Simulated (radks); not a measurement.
The numbers below are computed, except where a source is named.
Pb III, configuration [Xe] 4f14 5d10 6s1 5f1 (not the ground configuration).

Code: a radial shooting solver on a logarithmic mesh with Libxc functionals. Model: Dirac Kohn-Sham, BLYP, spin-unpolarised, spherical densities, finite nucleus; open shells are shared between the two j in proportion to 2j + 1; Fermi nuclear charge, rms radius 5.5012 fm.

Energy parts (hartree):
part                       energy
total                 -20922.0951
kinetic                24328.9436
electron-nucleus      -52866.4206
Hartree                 8005.9283
exchange-correlation    -390.5464

Orbitals (lengths in bohr, moments of r in powers of bohr; r(max) is where P^2 peaks):
orbital	occ.	eigenvalue (hartree)	<r>	r(max)	small-component weight
1s1/2	2	-3232.033	0.01606	0.009845	9.78e-02
2s1/2	2	-578.3108	0.06692	0.05739	2.26e-02
2p1/2	2	-555.6823	0.05487	0.04198	2.27e-02
2p3/2	4	-475.2051	0.06379	0.04969	1.99e-02
3s1/2	2	-139.4252	0.1740	0.1615	7.59e-03
3p1/2	2	-129.1502	0.1644	0.1504	7.54e-03
3p3/2	4	-111.1957	0.1807	0.1660	6.75e-03
3d3/2	4	-94.20019	0.1570	0.1289	6.64e-03
3d5/2	6	-90.37860	0.1619	0.1331	6.42e-03
4s1/2	2	-32.18697	0.3842	0.3628	2.62e-03
4p1/2	2	-27.72900	0.3853	0.3603	2.52e-03
4p3/2	4	-23.33259	0.4199	0.3919	2.21e-03
4d3/2	4	-16.04522	0.4246	0.3831	2.01e-03
4d5/2	6	-15.22463	0.4357	0.3927	1.93e-03
5s1/2	2	-6.09555	0.8539	0.7897	7.04e-04
4f5/2	6	-5.79011	0.4508	0.3475	1.57e-03
4f7/2	8	-5.60514	0.4571	0.3520	1.54e-03
5p1/2	2	-4.57109	0.9118	0.8277	6.17e-04
5p3/2	4	-3.74627	1.003	0.9048	5.20e-04
5d3/2	4	-1.63569	1.257	1.052	3.33e-04
5d5/2	6	-1.53794	1.300	1.084	3.12e-04
6s1/2	1	-1.15792	2.125	1.893	1.23e-04
5f5/2	0.428571	-0.23207	4.942	4.302	1.63e-05
5f7/2	0.571429	-0.23165	4.961	4.320	1.61e-05

The highest occupied level is 5f7/2 at -6.304 eV. Summed over all electrons, <r^2> = 68.37 bohr^2, which gives a Langevin (diamagnetic) susceptibility term of -54.1 x 10^-6 cm^3/mol.
